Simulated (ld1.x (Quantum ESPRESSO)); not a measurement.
What one change does to a pseudopotential (Pd (Z = 46), RRKJ)

* Element: palladium
* Generator: ld1.x (Quantum ESPRESSO) 7.5
* Type: norm-conserving RRKJ (Kleinman–Bylander form)
* Functional: PBE
* Relativity: scalar-relativistic
* Frozen core: [Ar] 3d10
* Valence charge: 18
* Reference configuration: 4s2 4p6 4d10 5s0 5p0
* Partial waves: 4p (bound): rc 1.70 bohr; 4d (bound): rc 2.10 bohr; 4s (bound): rc 1.50 bohr
* Local potential: the s channel
* Core correction: none

All-electron outer shells of the reference configuration (PBE, scalar-relativistic, ld1.x):

```tsv
shell	level (eV)	outermost node (bohr)	outermost maximum (bohr)
3p	-516.07	0.15	0.34
3d	-325.51	–	0.28
4s	-85.33	0.45	0.85
4p	-51.20	0.46	0.91
4d	-4.05	0.45	1.10
5s	-3.32	1.15	2.67
5p	-0.31	1.32	4.52
```

Change: core correction a·sin(br)/r model core inside 1.10 bohr.

Cutoffs: the cutoffs (Ry, on a coarse ladder) from which the occupation-weighted sum of valence levels, in a spherical-Bessel basis at the reference potential, stays within 10 and 1 mRy of its value at 400 Ry; they do not see the model core or the augmentation charge, which bear on the density cutoff. Errors are all-electron minus pseudo energies relative to the spin-unpolarised reference configuration.

Predict the effect on cutoff, ghosts and configuration errors.

The potential gets neither clearly harder nor softer (60 Ry and 90 Ry → 60 Ry and 90 Ry); the errors of the 7 common tests hardly move; neither file shows a bound ghost at the reference potential, the only one tested. A model core, the more so a compact one, raises the density cutoff, which this test does not measure.

```csv
quantity,base,changed
"cutoff, loose",60 Ry,60 Ry
"cutoff, tight",90 Ry,90 Ry
bound ghosts,none,none
"error for 4s2 4p6 4d9 5s0 5p0, meV [ΔE 9.12 eV]",+1.6,+1.6
"error for 4s2 4p6 4d8 5s0 5p0, meV [ΔE 29.93 eV]",+23,+23
"error for 4s2 4p6 4d7 5s0 5p0, meV [ΔE 64.29 eV]",+125,+125
"error for 4s1 4p6 4d10 5s0 5p0, meV [ΔE 91.57 eV]",-330,-339
"error for 4s2 4p6 4d8 5s1 5p0, meV [ΔE 13.64 eV]",+1876,+1874
"error for 4s2 4p6 4d9 5s1 5p0, meV [ΔE 1.50 eV]",+1204,+1203
"error for 4s2 4p6 4d6 5s0 5p0, meV [ΔE 113.64 eV]",+412,+412
s: phases at 2.29 bohr within 0.05 rad from the reference energy up to (Ry; the scan ends near 5),-1.3,-1.3
p: phases at 2.29 bohr within 0.05 rad from the reference energy up to (Ry; the scan ends near 5),-0.2,-0.2
d: phases at 2.29 bohr within 0.05 rad from the reference energy up to (Ry; the scan ends near 5),2.8,2.8
```

Base: These tests converged, but a pseudo level misses the all-electron one widely, so the file describes the atom poorly there or has found another state: 4s2 4p6 4d8 5s0 5p0: empty 5s by 2.3 eV; 4s2 4p6 4d7 5s0 5p0: empty 5s by 3.2 eV; 4s2 4p6 4d6 5s0 5p0: empty 5s by 4.2 eV. Changed file: These tests converged, but a pseudo level misses the all-electron one widely, so the file describes the atom poorly there or has found another state: 4s2 4p6 4d8 5s0 5p0: empty 5s by 2.3 eV; 4s2 4p6 4d7 5s0 5p0: empty 5s by 3.2 eV; 4s2 4p6 4d6 5s0 5p0: empty 5s by 4.2 eV.
